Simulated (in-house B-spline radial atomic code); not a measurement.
A radial electron density 4πr²n(r) was computed for an atom or ion in its tabulated ground configuration with a B-spline radial code for spherical atoms; method: Dirac-Hartree-Fock, average of configuration. Columns: r (bohr), 4πr²n(r) (electrons per bohr), bar.

```
 0.00122    1.408 #
 0.00149    2.008 #
 0.00182    2.849 ##
 0.00222    4.008 ###
  0.0027    5.567 ####
  0.0033    7.723 #####
 0.00402    10.54 #######
  0.0049    14.19 #########
 0.00597    18.78 ############
 0.00728    24.37 ################
 0.00888    30.87 ####################
  0.0108    37.84 ########################
  0.0132    44.94 #############################
  0.0161    51.04 #################################
  0.0196    55.13 ###################################
  0.0239    56.44 ####################################
  0.0292    54.76 ###################################
  0.0355    51.29 #################################
  0.0433    48.28 ###############################
  0.0528    48.68 ###############################
  0.0644    54.03 ##################################
  0.0785    62.55 ########################################
  0.0957    69.07 ############################################
   0.117    68.06 ###########################################
   0.142    59.16 ######################################
   0.173    48.43 ###############################
   0.211    44.66 ############################
   0.258    49.72 ################################
   0.314    54.58 ###################################
   0.383    49.37 ###############################
   0.467    34.43 ######################
   0.569     19.9 #############
   0.694    13.53 #########
   0.846    13.62 #########
    1.03    13.69 #########
    1.26    10.74 #######
    1.53    6.559 ####
    1.87    3.103 ##
    2.28     1.19 #
    2.78   0.3603 
    3.39  0.08001 
    4.13  0.01178 
    5.04 0.0009822
```

Question: Which atom or ion is it?
A. Ru3+
B. Ag4+
C. Ru4+
D. Mo3+

Answer: A. The area under the curve, ∫4πr²n dr = ∫r·4πr²n d(ln r) on this logarithmic grid, is 41 electrons, which only this option has. The configuration is [Kr] 4d5.
